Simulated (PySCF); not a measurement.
**Cost of excited-state runs on SMILES F[C@@H]1C=C(Br)[C@H]1Br, [C4H3Br2F]+, doublet, charge +1**

Molfile (atoms numbered from 1):
```
C4H3Br2F
     RDKit          3D

 10 10  0  0  0  0  0  0  0  0999 V2000
   -0.6870    1.2941   -1.5797 F   0  0  0  0  0  0  0  0  0  0  0  0
   -0.5047    0.8507   -0.3277 C   0  0  2  0  0  0  0  0  0  0  0  0
    0.9187    0.7724    0.1784 C   0  0  0  0  0  0  0  0  0  0  0  0
    0.8530   -0.5630    0.3777 C   0  0  0  0  0  0  0  0  0  0  0  0
    2.0066   -1.8423    1.0662 Br  0  0  0  0  0  0  0  0  0  0  0  0
   -0.5398   -0.7099   -0.1866 C   0  0  1  0  0  0  0  0  0  0  0  0
   -1.9349   -1.4951    0.9348 Br  0  0  0  0  0  0  0  0  0  0  0  0
   -1.1893    1.3988    0.3343 H   0  0  0  0  0  0  0  0  0  0  0  0
    1.6678    1.5306    0.3289 H   0  0  0  0  0  0  0  0  0  0  0  0
   -0.5816   -1.2316   -1.1488 H   0  0  0  0  0  0  0  0  0  0  0  0
  1  2  1  0
  2  3  1  0
  3  4  2  0
  4  5  1  0
  4  6  1  0
  6  7  1  0
  6  2  1  0
  2  8  1  1
  3  9  1  0
  6 10  1  6
M  END
```

PySCF with density fitting, on 1 thread of an Arm Neoverse V1, shared host. Command: `OMP_NUM_THREADS=1 python excited_run.py task.json out`

(1) How long does each of these runs take, and how much memory?
- open-shell absorption, PBE0/def2-SVPD; 10 states; Tamm-Dancoff; IEF-PCM N,N-dimethylformamide
- open-shell absorption, PBE0/def2-SVPD; 10 states; Tamm-Dancoff

## Answers

(1) 
| run | level | basis functions | wall time | peak memory (GiB) |
| --- | --- | --- | --- | --- |
| open-shell absorption | PBE0/def2-SVPD | 209 | 69 s | 0.83 |
| open-shell absorption | PBE0/def2-SVPD | 209 | 110 s | 0.76 |

Times from a shared host are rough.
